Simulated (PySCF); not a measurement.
This PySCF input asks for the NMR shieldings of `C=C[C@H]1C[C@@H]([SiH3])C1`, C6H12Si; the geometry comes from GFN2-xTB.

```python
import basis_set_exchange as bse
import numpy as np
from pyscf import gto, dft
from pyscf.prop import nmr

atoms = """
C     3.073744    0.473378    0.007583
C     1.759867    0.499928    0.135735
C     0.834417   -0.533213   -0.403361
C    -0.163580   -1.109314    0.624362
C    -1.345779   -0.580694   -0.211345
Si   -2.502869    0.652914    0.649647
C    -0.350518    0.019051   -1.224201
H     3.575587   -0.324656   -0.515381
H     3.706388    1.242851    0.416954
H     1.279329    1.313050    0.665903
H     1.402160   -1.302604   -0.930130
H    -0.123888   -2.192491    0.728624
H    -0.070956   -0.665515    1.615000
H    -1.922131   -1.397499   -0.650795
H    -3.150942   -0.004997    1.785628
H    -1.718352    1.793392    1.130263
H    -3.503258    1.120054   -0.312033
H    -0.364746    1.106755   -1.286748
H    -0.424276   -0.383262   -2.233165
"""
names = dict.fromkeys(["C", "Si", "H"], "pcSseg-1")
basis = {el: gto.basis.parse(bse.get_basis(n, elements=[el], fmt="nwchem")) for el, n in names.items()}
mol = gto.M(atom=atoms, basis=basis, charge=0, verbose=0)
mf = dft.RKS(mol, xc="PBE0")
mf.grids.level = 2
mf.grids.alignment = dft.numint.BLKSIZE   # the property module wants whole blocks of grid points
mf.conv_tol = 1e-9
mf.kernel()

calc = nmr.RKS(mf)   # GIAO
C = mf.mo_coeff
Co = C[:, mf.mo_occ > 0]
resp = mf.gen_response(singlet=True, hermi=2)
def vind(x):   # induced exchange potential for any number of trial vectors
    d = np.einsum("pi,xij,qj->xpq", C, 2 * x.reshape(-1, C.shape[1], Co.shape[1]), Co, optimize=True)
    return np.einsum("xpq,pi,qj->xij", resp(d - d.transpose(0, 2, 1)), C, Co, optimize=True).ravel()
mo1, _ = nmr.rhf.solve_mo1(calc, with_cphf=vind)
sigma = calc.kernel(mo1)
for i, s in enumerate(sigma):   # ppm
    w = np.linalg.eigvalsh((s + s.T) / 2)
    print("%2d %-2s iso %8.1f  s11 %8.1f  s22 %8.1f  s33 %8.1f" % (i, mol.atom_pure_symbol(i), w.mean(), *w))
```

Task: What are the results?

Result: 
```
 0 C  iso     68.5  s11    -38.2  s22     86.4  s33    157.2
 1 C  iso     32.8  s11    -89.4  s22     47.0  s33    140.7
 2 C  iso    146.9  s11    136.9  s22    148.3  s33    155.6
 3 C  iso    156.1  s11    140.4  s22    147.7  s33    180.2
 4 C  iso    177.4  s11    164.9  s22    174.9  s33    192.5
 5 Si iso    412.6  s11    371.8  s22    398.1  s33    467.9
 6 C  iso    155.9  s11    139.7  s22    148.6  s33    179.4
 7 H  iso     26.6  s11     23.4  s22     25.5  s33     30.9
 8 H  iso     26.6  s11     23.8  s22     25.2  s33     30.8
 9 H  iso     25.4  s11     22.2  s22     24.1  s33     29.9
10 H  iso     28.8  s11     25.4  s22     28.0  s33     33.0
11 H  iso     29.0  s11     26.0  s22     26.8  s33     34.2
12 H  iso     30.1  s11     27.0  s22     29.3  s33     33.9
13 H  iso     29.8  s11     26.1  s22     28.2  s33     35.0
14 H  iso     27.9  s11     24.5  s22     25.6  s33     33.5
15 H  iso     27.9  s11     24.5  s22     27.5  s33     31.9
16 H  iso     27.8  s11     24.3  s22     25.6  s33     33.6
17 H  iso     30.1  s11     27.0  s22     29.2  s33     33.9
18 H  iso     29.0  s11     26.1  s22     26.8  s33     34.2
```

These numbers come from an equivalent density-fitted implementation of the same equations, which agrees with the script to about 0.01 ppm for H and up to a few tenths of a ppm for heavy atoms, so last digits may differ.

Size and cost of the density-fitted run: 186 basis functions, 27 s wall time on 1 thread of an Arm Neoverse V1, shared host; peak memory 0.84 GiB.
